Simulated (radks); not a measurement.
The table gives one normalised radial function P(r) = r R(r) of In8+ in [Ar] 3d10 4s1 4p6 4d6 (r in bohr). Method: scalar-relativistic Kohn-Sham, PBEsol, spin-polarised, spherical densities, finite nucleus; open shells are filled with parallel spins first (spin-orbit coupling, left out, can overturn this in heavy ions); Fermi nuclear charge, rms radius 4.6156 fm; computed with a radial shooting solver on a logarithmic mesh with Libxc functionals.

r,P
0.001936,0.0960
0.002842,0.1309
0.004173,0.1744
0.006127,0.2238
0.008995,0.2711
0.01321,0.2976
0.01939,0.2716
0.02846,0.1522
0.04179,-0.0809
0.06185,-0.3691
0.0908,-0.4847
0.1333,-0.1719
0.1957,0.4751
0.2873,0.7152
0.4218,-0.0698
0.6193,-1.1263
0.9093,-1.1755
1.335,-0.4887
1.96,-0.0763
2.877,-0.0032

Which n and l does it have? It may be an empty orbital.

Answer. n = 4, l = 0: the number of nodes gives n - l - 1 = 3, the rise at small r (about r^(l+1), flatter next to the nucleus through relativity) gives l, and the extent must fit the shell. The curve is that of 4s down; the table hardly tells the two spins apart. 4s down (empty): eigenvalue -251.11 eV, 3 radial nodes at r = 0.0372, 0.149, 0.412 bohr, <r> = 0.819 bohr, 90 % of the charge inside 1.18 bohr.
